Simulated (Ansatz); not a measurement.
`[OH][Sb]([F])[SiH3]` + CH₃OH → `C[O][Sb]([F])[SiH3]` + H₂O at 400 K and 1 bar (ligand exchange at the Sb–O bond).

Computed with Ansatz on PBE0-D4/def2-TZVP structures; ΔE is electronic, products minus reactants. CCSD(T)/CBS adds triple-zeta CCSD(T) − MP2 to the extrapolated MP2 energy (def2 sets, frozen cores). This one scheme is used for every species. def2 core potentials past Kr. For Sb outer-core shells are correlated without core-valence functions, which leaves a few kJ/mol of doubt a bond. Each species was taken in one conformer, which may not be the lowest.

```csv
species,CCSD(T)/CBS energy (Eh),H − E (kJ/mol),S (J/(mol·K))
`[OH][Sb]([F])[SiH3]`,-706.50690,137.7,395.4
CH₃OH,-115.61712,151.2,252.6
`C[O][Sb]([F])[SiH3]`,-745.74684,218.6,445.8
H₂O,-76.37941,69.8,198.6
```

H − E and S are ideal-gas, rigid-rotor, harmonic terms from PBE0-D4/def2-TZVP, for one conformer and one mirror image of each species. 1 Eh = 2625.50 kJ/mol, R = 8.31446 J/(mol·K).

Problem. By hand: ΔE, ΔH, ΔS and ΔG.

Solution. ΔE = (-745.74684) + (-76.37941) − (-706.50690) − (-115.61712) = -0.00223 Eh = -5.9 kJ/mol. Δ(H − E) = 218.6 + 69.8 − 137.7 − 151.2 = -0.5, so ΔH = -6.4 kJ/mol. ΔS = 445.8 + 198.6 − 395.4 − 252.6 = -3.6 J/(mol·K). ΔG = -6.4 − 400 × (-3.6)/1000 = -5.0 kJ/mol.

Problem. By hand: the equilibrium constant, and the temperature at which ΔG would vanish if ΔH and ΔS stayed fixed.

Solution. log₁₀ K = −ΔG/(RT ln 10) = 0.7. ΔG = 0 at ΔH/ΔS = 1778 K, though so small a ΔH makes that figure unsure.

The number of gas molecules stays the same, so ΔS is small and ΔH decides. The sign of ΔG lies within the doubt. A doubt of 5 kJ/mol in ΔE shifts log₁₀ K by 0.7 here. Other conformers and mirror images would add mixing entropy, several J/(mol·K) or more a flexible species. These are equilibria of isolated gas molecules and say nothing of rates. Largest T1 diagnostic: 0.015 (customary marks: 0.02 for closed shells, 0.045 for open ones).
